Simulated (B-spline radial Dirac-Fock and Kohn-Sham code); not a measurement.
# Electron momentum distribution of Mn⁴⁺: Compton profiles

System: manganese as Mn⁴⁺, [Ar] 3d3.

The run's input, task.json:

```json
{"items": [{
  "Z": 25,
  "q": 4,
  "cfg": [[1, 0, 2], [2, 0, 2], [2, 1, 6], [3, 0, 2], [3, 1, 6], [3, 2, 3]],
  "A": 55,
  "rrms": 3.7057,
  "do": ["scatter"],
  "s": [0.0, 0.03, 0.04, 0.05, 0.07, 0.09, 0.11, 0.14, 0.18, 0.22, 0.29, 0.36, 0.46, 0.58, 0.74, 0.94, 1.2, 1.52, 1.93, 2.46, 3.12, 3.96, 5.03],
  "pz": [0, 0.1, 0.2, 0.3, 0.4, 0.5, 0.6, 0.8, 1.0, 1.2, 1.4, 1.6, 1.8, 2.0, 2.5, 3.0, 4.0, 5.0, 7.0, 10.0, 15.0, 20.0, 30.0, 40.0, 60.0, 100.0],
  "hv_scatter": [1000, 2000, 5000, 8047.8, 10000, 17479.3, 20000, 50000]
}]}
```

Launch: `python xray_run.py task.json out`

Method: the impulse approximation on configuration-average Dirac-Fock orbitals. Computed with an atomic code on a B-spline grid. pz is in atomic units of momentum; subshell profiles are per electron, for a selection of subshells; open shells are spread over both j values by their weights.

```
 pz    J total   J 1s1/2   J 2p3/2   J 3d5/2
  0      3.308    0.0345    0.0680     0.176
0.2      3.291    0.0345    0.0680     0.176
0.3      3.270    0.0345    0.0680     0.176
0.4      3.241    0.0345    0.0680     0.175
0.5      3.202    0.0345    0.0680     0.175
0.6      3.154    0.0345    0.0680     0.175
0.8      3.031    0.0344    0.0680     0.174
  1      2.872    0.0343    0.0679     0.172
1.2      2.682    0.0343    0.0678     0.167
1.4      2.469    0.0342    0.0677     0.159
1.6      2.245    0.0341    0.0675     0.149
1.8      2.020    0.0340    0.0672     0.137
  2      1.805    0.0338    0.0669     0.124
2.5      1.349    0.0334    0.0655    0.0910
  3      1.028    0.0330    0.0634    0.0635
  4     0.6763    0.0318    0.0571    0.0289
  5     0.5008    0.0305    0.0488    0.0130
  7     0.2989    0.0272    0.0311   0.00282
 10     0.1432    0.0216    0.0131  0.000367
 15    0.05176    0.0132   0.00275  2.33e-05
 20    0.02297   0.00752  0.000644  2.60e-06
 30   0.005872   0.00231  5.63e-05    < 1e-6
 40   0.001828  0.000765  8.14e-06    < 1e-6
 60  0.0002760  0.000121    < 1e-6    < 1e-6
100  2.024e-05  9.02e-06    < 1e-6    < 1e-6
```

J(0) = 3.308. The 3p3/2 subshell gives the largest part, 27 %.

Mean momentum ⟨p⟩ by subshell (a.u.): 1s1/2 21.2, 2s1/2 6.97, 2p1/2 9.39, 2p3/2 9.28, 3s1/2 2.88, 3p1/2 3.35, 3p3/2 3.32, 3d3/2 3.56, 3d5/2 3.55.
